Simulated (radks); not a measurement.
Numerical settings for the nitrogen ion N2+, [He] 2s2 2p1. Method: non-relativistic Kohn-Sham, LDA (Slater exchange, Perdew-Wang correlation), spin-polarised, spherical densities, point nucleus; open shells are filled with parallel spins first; computed with a radial shooting solver on a logarithmic mesh with Libxc functionals. The defaults (mesh step 0.008 in ln r, mesh end at 40 bohr or more with all orbitals vanishing there, Anderson mixing 0.5 over 9 steps, residual threshold near 1e-9 with the energy settled to 1e-9 hartree or 1e-11 of itself, here a cap of 87 iterations) give E = -52.4749 hartree and 2p at -38.620 eV in 13 iterations. Run on one thread of a shared host, so times are rough (Arm Neoverse N1): 0.08 s of CPU time, 0.08 s wall, 13 iterations on 2476 mesh points. Changes against that run (0 stands for a change within the tolerance of the run):

| setting | iterations | converged | E (mhartree) | e(2p) (meV) | CPU (s) |
|---|---|---|---|---|---|
| mesh step in ln r 0.003 | 13 | yes | 0 | 0 | 0.2 |
| mesh step in ln r 0.02 | 13 | yes | 0 | 0 | 0.04 |
| mesh step in ln r 0.2 | 87 | no | -3.28e+05 | - | 0.19 |
| mesh end (bohr) 2 | 13 | yes | +825 | +1.29e+04 | 0.07 |
| mesh end (bohr) 5 | 13 | yes | +0.144 | +9.18 | 0.07 |
| residual threshold 1e-13 | 16 | yes | 0 | 0 | 0.1 |
| residual threshold 0.001 | 8 | yes | 0 | -0.0777 | 0.06 |
| mixing 1.5 | 13 | yes | 0 | 0 | 0.08 |
| linear mixing, mixing 0.8 | 14 | yes | 0 | 0 | 0.08 |
| linear mixing, mixing 1 | 17 | yes | 0 | 0 | 0.09 |
| mixing history 20 | 15 | yes | 0 | 0 | 0.09 |
| iteration cap 2 | 2 | no | +51.3 | -1.42e+04 | 0.01 |

Settings that end as converged yet miss the energy by more than 1 mhartree: mesh end (bohr) 2 (+0.825 hartree). A mesh that ends early acts as a hard wall.
